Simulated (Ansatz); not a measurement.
```yaml
crystal:
  periodic: [false, false, false]
  atoms:
    - {symbol: C, position_ang: [8.497090, -0.635265, -1.130421]}
    - {symbol: C, position_ang: [7.051861, -0.548739, -0.688703]}
    - {symbol: O, position_ang: [6.422128, 0.490858, -0.616679]}
    - {symbol: S, position_ang: [6.349723, -2.160156, -0.285615]}
    - {symbol: C, position_ang: [4.682707, -1.621783, 0.229852]}
    - {symbol: C, position_ang: [4.596188, -1.256323, 1.713800]}
    - {symbol: C, position_ang: [3.196224, -0.795479, 2.145221]}
    - {symbol: C, position_ang: [2.735787, 0.523996, 1.515950]}
    - {symbol: C, position_ang: [1.357432, 0.979234, 2.004524]}
    - {symbol: C, position_ang: [0.895406, 2.334189, 1.448402]}
    - {symbol: C, position_ang: [0.813026, 2.426230, -0.085423]}
    - {symbol: C, position_ang: [-0.047958, 1.353654, -0.767445]}
    - {symbol: C, position_ang: [-1.516880, 1.337898, -0.332352]}
    - {symbol: C, position_ang: [-2.352206, 0.294647, -1.077708]}
    - {symbol: C, position_ang: [-3.810086, 0.283439, -0.645291]}
    - {symbol: O, position_ang: [-4.488277, -0.717365, -1.394303]}
    - {symbol: C, position_ang: [-5.822610, -0.899547, -1.194574]}
    - {symbol: C, position_ang: [-6.599205, -0.168754, -0.271162]}
    - {symbol: C, position_ang: [-7.972637, -0.442830, -0.151194]}
    - {symbol: C, position_ang: [-8.583018, -1.431582, -0.934054]}
    - {symbol: C, position_ang: [-7.801953, -2.157103, -1.852625]}
    - {symbol: C, position_ang: [-6.435183, -1.897363, -1.985026]}
    - {symbol: H, position_ang: [9.119511, -0.034174, -0.435348]}
    - {symbol: H, position_ang: [8.592650, -0.176256, -2.136016]}
    - {symbol: H, position_ang: [8.875187, -1.675029, -1.157366]}
    - {symbol: H, position_ang: [3.996648, -2.454778, -0.028876]}
    - {symbol: H, position_ang: [4.442508, -0.750638, -0.413373]}
    - {symbol: H, position_ang: [4.906888, -2.132100, 2.322107]}
    - {symbol: H, position_ang: [5.332883, -0.450612, 1.921961]}
    - {symbol: H, position_ang: [2.454198, -1.594085, 1.913560]}
    - {symbol: H, position_ang: [3.184128, -0.691360, 3.252682]}
    - {symbol: H, position_ang: [2.722068, 0.424787, 0.409071]}
    - {symbol: H, position_ang: [3.488825, 1.315677, 1.731587]}
    - {symbol: H, position_ang: [0.607376, 0.193453, 1.758758]}
    - {symbol: H, position_ang: [1.366860, 1.034705, 3.115736]}
    - {symbol: H, position_ang: [-0.094186, 2.581954, 1.890586]}
    - {symbol: H, position_ang: [1.586223, 3.127798, 1.809391]}
    - {symbol: H, position_ang: [0.421977, 3.431609, -0.357427]}
    - {symbol: H, position_ang: [1.837424, 2.383123, -0.514151]}
    - {symbol: H, position_ang: [0.392094, 0.346198, -0.592286]}
    - {symbol: H, position_ang: [-0.001555, 1.505042, -1.868305]}
    - {symbol: H, position_ang: [-1.584730, 1.146483, 0.761758]}
    - {symbol: H, position_ang: [-1.955824, 2.350047, -0.487649]}
    - {symbol: H, position_ang: [-1.927942, -0.720375, -0.918055]}
    - {symbol: H, position_ang: [-2.309611, 0.478208, -2.173197]}
    - {symbol: H, position_ang: [-3.893946, 0.071566, 0.447774]}
    - {symbol: H, position_ang: [-4.278882, 1.281210, -0.821131]}
    - {symbol: H, position_ang: [-6.146025, 0.610903, 0.355503]}
    - {symbol: H, position_ang: [-8.570089, 0.133094, 0.572658]}
    - {symbol: H, position_ang: [-9.658675, -1.637742, -0.832206]}
    - {symbol: H, position_ang: [-8.265758, -2.937617, -2.475549]}
    - {symbol: H, position_ang: [-5.807774, -2.452937, -2.697323]}
basis:
  gaussian: {orbitals: "6-31++G**", fitting: {mean_field: def2-universal-jkfit}}
total_charge: -1
magnetization: {spin_polarized: true, initial_magnetization: 1}
hamiltonian: {xc: {name: wB97X-V}, pseudopotentials: {relativity: scalar}}
accuracy: high
scf: {omitted_lower_state_checks: [starts]}
output: {forces: true}
```

```sh
$ ansatz run in.yaml --threads 2 --pin off --events-out ev --progress --plain --max-ram 31744MiB --backend cuda --devices 0, --max-vram 18GiB
```

Shortened log:

```
Functional definition: wB97X-V
2247 factors; integrals over basis functions are off by at most 2.2e-1 eV
2247 factors; integrals over basis functions are off by at most 3.3e-5 eV
mean field evaluation 1: about -35127.7218 eV, gradient 6.8e1 eV
mean field evaluation 2: about -35130.3311 eV, gradient 6.7e1 eV
mean field evaluation 4: about -35151.0161 eV, gradient 6.1e0 eV
mean field evaluation 8: about -35151.1943 eV, gradient 2.5e-1 eV
mean field evaluation 16: about -35151.2035 eV, gradient 2.2e-2 eV
mean field evaluation 32: about -35151.2038 eV, gradient 3.3e-3 eV
mean field -35151.20379928 eV, -1291.7829132820 hartree, gradient 2.4e-8 eV, S^2 0.750229; 0 other end points of the search recorded, 0 dependent functions left out
reference -35151.20379960 eV, -1291.7829132938 hartree; 89, 88 occupied and 513, 514 virtual orbitals, 2247 factors
Total energy: -35151.20379960 eV, -1291.7829132938 hartree
Relativity: scalar
Atom 0 force     0.210350     0.146046    -0.111012 eV/Å
Atom 1 force     0.103196     0.092292    -0.103709 eV/Å
Atom 2 force     0.090032    -0.466718     0.072333 eV/Å
Atom 3 force    -0.295519     0.379669     0.105116 eV/Å
Atom 4 force    -0.100043    -0.044451    -0.463850 eV/Å
Atom 5 force     0.382012     0.060137     0.248348 eV/Å
Atom 6 force    -0.309209    -0.296389     0.335124 eV/Å
Atom 7 force     0.328565     0.312625    -0.415098 eV/Å
Atom 8 force    -0.259240    -0.341505     0.310184 eV/Å
Atom 9 force    -0.107103     0.352464     0.285926 eV/Å
Atom 10 force     0.257602     0.331056    -0.252164 eV/Å
Atom 11 force     0.175438    -0.413442    -0.349606 eV/Å
Atom 12 force    -0.235997     0.367135     0.449838 eV/Å
Atom 13 force     0.186075    -0.421452    -0.458391 eV/Å
Atom 14 force    -0.154581     0.519948     0.549905 eV/Å
Atom 15 force    -0.038774    -0.075832    -0.074764 eV/Å
Atom 16 force    -0.499312    -0.009790     0.133537 eV/Å
Atom 17 force     0.167733     0.002985    -0.047982 eV/Å
Atom 18 force    -0.089988    -0.043582    -0.012085 eV/Å
Atom 19 force    -0.035731     0.044794     0.048660 eV/Å
Atom 20 force     0.034284    -0.022983    -0.030757 eV/Å
Atom 21 force     0.103262     0.034295     0.001932 eV/Å
Atom 22 force    -0.198978    -0.236353    -0.223492 eV/Å
Atom 23 force    -0.027481    -0.200228     0.370684 eV/Å
Atom 24 force    -0.090965     0.383058     0.000191 eV/Å
Atom 25 force     0.211652     0.334449     0.127964 eV/Å
Atom 26 force     0.045183    -0.372862     0.271381 eV/Å
Atom 27 force    -0.120878     0.318099    -0.213026 eV/Å
Atom 28 force    -0.265989    -0.302788    -0.071978 eV/Å
Atom 29 force     0.238486     0.264012     0.038779 eV/Å
Atom 30 force     0.012301     0.000353    -0.359009 eV/Å
Atom 31 force    -0.007168     0.010264     0.405443 eV/Å
Atom 32 force    -0.260981    -0.282739    -0.058443 eV/Å
Atom 33 force     0.237855     0.260744     0.049611 eV/Å
Atom 34 force     0.013050     0.016674    -0.368708 eV/Å
Atom 35 force     0.302812    -0.091961    -0.159094 eV/Å
Atom 36 force    -0.210379    -0.291307    -0.150161 eV/Å
Atom 37 force     0.099357    -0.336706     0.101349 eV/Å
Atom 38 force    -0.374345    -0.016445     0.167660 eV/Å
Atom 39 force    -0.148016     0.367522    -0.030710 eV/Å
Atom 40 force    -0.017369    -0.020959     0.381684 eV/Å
Atom 41 force     0.044693     0.033437    -0.372548 eV/Å
Atom 42 force     0.148311    -0.329506     0.018936 eV/Å
Atom 43 force    -0.142683     0.374681    -0.026671 eV/Å
Atom 44 force    -0.015438    -0.033250     0.396099 eV/Å
Atom 45 force     0.034506    -0.003153    -0.454531 eV/Å
Atom 46 force     0.164017    -0.416019    -0.015307 eV/Å
Atom 47 force    -0.178561    -0.310413    -0.247738 eV/Å
Atom 48 force     0.239835    -0.229492    -0.288990 eV/Å
Atom 49 force     0.425406     0.081542    -0.038080 eV/Å
Atom 50 force     0.187886     0.311983     0.249095 eV/Å
Atom 51 force    -0.259173     0.210057     0.278123 eV/Å
Dipole moment:    -7.633664     0.510263     0.928230 e Å
Checks for a lower state left out: starts
```

Hardware: 2 threads of AMD EPYC 7R13 on a shared host and a share (18 GiB) of an NVIDIA H100 80GB HBM3. Wall time 1.8 min, peak host memory 3.1 GiB.

The 6-31G sets use Cartesian d functions.

The dipole of an ion depends on the origin.
